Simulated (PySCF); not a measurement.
Isomers of C6H17NSi, from PBE0-D3(BJ)/def2-SVP geometry optimisation, gas phase in PySCF. One conformer each, no zero-point energy, no frequencies.

**Question.** Which is lowest in electronic energy at this level?
A. `[CH3:1][N:2]([SiH3:3])[CH2:4][C:5]([CH3:6])([CH3:7])[CH3:8]` with C1–N2–C4–C5 92°: A = 2487, B = 1076, C = 927.9 MHz, dipole 1.00 D
B. `[CH3:1][CH:2]([CH3:3])[N:4]([SiH3:5])[CH:6]([CH3:7])[CH3:8]` with C1–C2–N4–Si5 76°, C2–N4–C6–C7 -65°: A = 1719, B = 1344, C = 1119 MHz, dipole 1.24 D
C. `C[SiH](C)NC(C)(C)C` (SiHMe2(NHtBu)): A = 2537, B = 995.6, C = 882.0 MHz, dipole 0.69 D
D. SiHMe2(NEt2) (`N([SiH](C)C)(CC)CC`): A = 1722, B = 1398, C = 879.2 MHz, dipole 0.59 D

**Answer.** C. That is SiHMe2(NHtBu), `[H][Si](C)(C)NC(C)(C)C`, 8.3 kcal/mol below the next.

```csv
SMILES,mapped SMILES,E (Eh),relative (kcal/mol),relative (kJ/mol),dipole (D)
[H][Si](C)(C)NC(C)(C)C,–,-582.40466,0.0,0.0,0.69
[H][Si](C)(C)N(CC)CC,–,-582.39140,8.3,34.8,0.59
CC(C)N([SiH3])C(C)C,[CH3:1][CH:2]([CH3:3])[N:4]([SiH3:5])[CH:6]([CH3:7])[CH3:8],-582.36491,24.9,104.4,1.24
CN([SiH3])CC(C)(C)C,[CH3:1][N:2]([SiH3:3])[CH2:4][C:5]([CH3:6])([CH3:7])[CH3:8],-582.36212,26.7,111.7,1.00
```
